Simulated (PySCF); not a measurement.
**Relaxation of singlet AuH₃**

Computed with PBE/[Au def2-TZVP with ECP60, H def2-TZVP], scalar-relativistic core potentials, density fitting, no spin–orbit coupling, PySCF. A (50,194) grid was used.

A start at or just off a symmetric point, pushed along the force that breaks its symmetry, of C2v symmetry, free to break it:

```xyz
4
charge 0 multiplicity 1, angstrom
Au    0.0010    0.0000    0.0000
H     1.6529    0.0000    0.0000
H    -0.9249    1.3805    0.0000
H    -0.9249   -1.3805    0.0000
```

Question: What does it relax to?

Answer: It ends at C2v with Au–H 1.580 Å, Au–H 1.845 Å (×2), H–H 0.813 Å; Au–H–H 77.3° (×2), H–Au–H 25.4°, H–Au–H 167.3° (×2) (after a last refinement on a finer grid). A frequency run shows a minimum.

Question: How much energy is released, and in how many steps?

Answer: 423.5 kJ/mol in 32 steps.

Stability towards spin polarisation was not tested. No spin–orbit coupling is included, which matters more the heavier the element.

The relaxation took roughly 3 core-minutes on a shared host.
